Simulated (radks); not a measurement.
Values are calculated unless marked as measured or tabulated.
Os XXVII, 50 electrons, occupied as [Kr] 4d10 4f4. Level of theory: Dirac Kohn-Sham, BLYP, spin-unpolarised, spherical densities, finite nucleus; open shells fill j = l - 1/2 first; Fermi nuclear charge, rms radius 5.4126 fm (a radial shooting solver on a logarithmic mesh with Libxc functionals). Some entries of the table are withheld. Estimate them.

orbital,occ.,eigenvalue (hartree),<1/r> (bohr^-1)
1s1/2,2,(1),90.41
2s1/2,2,-502.5185,22.09
2p1/2,2,(2),22.06
2p3/2,4,(3),18.31
3s1/2,2,-140.6779,8.128
3p1/2,2,(4),8.042
3p3/2,4,(5),7.075
3d3/2,4,-104.4238,6.963
3d5/2,6,-101.7567,6.738
4s1/2,2,-51.91334,3.590
4p1/2,2,-48.10843,3.499
4p3/2,4,-44.82937,3.176
4d3/2,4,-38.56270,3.021
4d5/2,6,-37.90490,2.948
4f5/2,4,-30.06881,2.712
4f7/2,0,-29.90573,2.687

Answer. 
(1) 1s1/2 eigenvalue (hartree): -2740.763
(2) 2p1/2 eigenvalue (hartree): -482.5241
(3) 2p3/2 eigenvalue (hartree): -426.2604
(4) 3p1/2 eigenvalue (hartree): -131.7410
(5) 3p3/2 eigenvalue (hartree): -119.4131
